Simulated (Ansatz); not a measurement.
Reaction (ligand exchange at the Al–O bond): `SB[O][AlH][Cl]` + `CNC` → `C[N](C)[AlH][Cl]` + `OBS`

Calculated with Ansatz (gas phase, PBE0-D4/def2-TZVP geometries, no zero-point term in ΔE). CCSD(T)/CBS is the MP2 limit (def2-TZVPP, def2-QZVPP) plus CCSD(T) − MP2 in def2-TZVPP, frozen cores. DFT in def2-TZVPP. Each species was taken in one conformer, which may not be the lowest.

**Question.** Is it downhill or uphill in electronic energy at CCSD(T)/CBS, and by how much? (An estimate is asked.)

**Answer.** Computed: Uphill: ΔE = +47.8 kJ/mol.

**Question.** What do these levels give: LDA (SPW92), B2PLYP, CAM-B3LYP, MP2/def2-SVP, CCSD/def2-SVP, HF/CBS(def2)? (An estimate is asked.)

**Answer.** The calculation gave: LDA (SPW92) 33.5, B2PLYP 51.9, CAM-B3LYP 54.9, MP2/def2-SVP 43.8, CCSD/def2-SVP 47.4, HF/CBS(def2) 72.1 kJ/mol.

**Question.** What do rigid-rotor, harmonic-oscillator terms from PBE0-D4/def2-TZVP frequencies (298.15 K, 1 bar) make of the CCSD(T)/CBS value? (Best estimate.)

**Answer.** Computed: ΔZPE = -0.1 kJ/mol, ΔH = +46.6 kJ/mol, ΔS = -24 J/(mol·K), ΔG = +53.6 kJ/mol. Modes under 50 cm⁻¹ make the entropy rough.

Largest T1 diagnostic among the species: 0.013.

From PBE to PBE0 (25 % exact exchange), in def2-TZVPP and without D4, ΔE moves by +4.7 kJ/mol. At CCSD(T), def2-SVP lies −3.5 kJ/mol from the extrapolated value and def2-TZVPP −1.5 kJ/mol.
